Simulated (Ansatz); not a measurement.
The cluster Al₄Ru. The state is a singlet with charge 0. Geometry PBE0-D4/def2-SVP; atoms count from 1.

```
atom   x (Å)   y (Å)   z (Å)
 Ru1  -0.663   0.314  -0.595
 Al2  -0.483  -0.969   1.284
 Al3   0.063  -1.771  -1.510
 Al4   1.595   0.443  -0.285
 Al5  -0.511   1.984   1.107
```

In the def2 sets Ru takes a core potential; there is no spin–orbit coupling. The structure comes from a short search, and lower isomers may exist.

Question: Estimate the Mulliken populations from the PBE0/def2-TZVP orbitals of Ansatz.

Answer: 
```json
{"atom": "Ru1", "charge (e)": "-0.10", "d electrons": "7.27"}
{"atom": "Al2", "charge (e)": "0.00", "d electrons": "–"}
{"atom": "Al3", "charge (e)": "0.05", "d electrons": "–"}
{"atom": "Al4", "charge (e)": "0.00", "d electrons": "–"}
{"atom": "Al5", "charge (e)": "0.05", "d electrons": "–"}
```
Mulliken values and Mayer orders depend strongly on the basis.

Question: And the Mayer bond orders between bonded heavy atoms (over 0.3)?

Answer: Ru1–Al2 1.49 (2.28 Å); Ru1–Al3 1.08 (2.39 Å); Ru1–Al4 1.49 (2.28 Å); Ru1–Al5 1.08 (2.39 Å). Values over 0.3 also appear between atoms too far apart for a bond (Al2–Al3 0.30 at 2.96 Å; Al2–Al4 0.32 at 2.96 Å; Al2–Al5 0.30 at 2.96 Å; Al3–Al4 0.30 at 2.96 Å; Al3–Al5 0.31 at 4.61 Å; Al4–Al5 0.30 at 2.96 Å); they arise where an orbital or an unpaired electron spreads over both atoms.
